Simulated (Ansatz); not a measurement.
Gas-phase electronic energies from Ansatz, PBE0-D4/def2-TZVP geometries. CCSD(T)/CBS is the MP2 limit (def2-TZVPP, def2-QZVPP) plus CCSD(T) − MP2 in def2-TZVPP, frozen cores. This one scheme is used for every species. One conformer a species, not always the lowest.

Consider the ligand exchange at the Si–C bond: `C=C([SiH3])[SiH2]O` + `B1CN1` → `[SiH3]N1BC1` + `C=C[SiH2]O`.

```
             species  CCSD(T)/CBS(def2) energy (Eh)
`C=C([SiH3])[SiH2]O`                     -734.27296
             `B1CN1`                     -119.91915
       `[SiH3]N1BC1`                     -410.22623
        `C=C[SiH2]O`                     -443.99110
```

Problem. Work out ΔE.

Solution. ΔE = (-410.22623) + (-443.99110) − (-734.27296) − (-119.91915) = -0.02522 Eh = -0.69 eV.

Largest T1 diagnostic among the species: 0.013.

The D4 term adds +0.04 eV with B3LYP and +0.02 eV with PBE0; it sums over pairs of atoms, weighted by their polarisabilities, and B3LYP, whose exchange is more repulsive, gets the larger term. In def2-TZVPP, CCSD(T) changes the Hartree–Fock value by +0.20 eV (the triples alone add +0.03 eV) and MP2 by +0.19 eV. From PBE to PBE0 (25 % exact exchange), in def2-TZVPP and without D4, ΔE moves by −0.04 eV.

B3LYP here is the variant with VWN-RPA as its local correlation; programs differ in this.
